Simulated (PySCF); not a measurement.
# Radial density of Er⁴⁵⁺ (erbium, charge +45)

revPBE, [Ar] 3d5, high-spin 6S determinant. All numbers are calculated (PySCF 2.14, the non-relativistic Hamiltonian (point nucleus), in an uncontracted even-tempered set (16 s from 9.2 bohr⁻², ratio 2.5; 11 p from 12 bohr⁻², ratio 2.5; 7 d from 12 bohr⁻², ratio 2.5; 4 f from 47 bohr⁻², ratio 2.7; 3 g from 70 bohr⁻², ratio 2.7)).

| r (bohr) | 4πr²ρ (e/bohr) | 4πr²(ρα − ρβ) |
| --- | --- | --- |
| 0.000438 | 0.5083 | 0.0000 |
| 0.000736 | 1.381 | -0.0001 |
| 0.00124 | 3.649 | -0.0002 |
| 0.00208 | 9.204 | -0.0005 |
| 0.00350 | 21.47 | -0.0013 |
| 0.00589 | 43.95 | -0.0025 |
| 0.00991 | 72.62 | -0.0036 |
| 0.0167 | 86.73 | 0.0056 |
| 0.0280 | 78.26 | 0.1465 |
| 0.0472 | 97.12 | 1.5541 |
| 0.0794 | 105.1 | 9.6302 |
| 0.133 | 66.58 | 26.4590 |
| 0.225 | 65.30 | 20.0048 |
| 0.378 | 7.772 | 1.8696 |
| 0.635 | 0.04419 | 0.0098 |

A non-relativistic calculation at this Z misses sizeable relativistic shifts. Spin-orbit coupling, which splits the p, d and f shells strongly at this Z, is absent. Spin-orbit coupling is strong in this species (close to jj coupling), so the high-spin LS determinant is a model state, not a physical level.

(1) Where is the radial spin density 4πr²(ρα − ρβ) most negative, and why is it negative at all?

Answers

(1) Around r = 0.00991 bohr, down to -0.0036 e/bohr: exchange with the open shell polarises the paired shells in an unrestricted calculation.
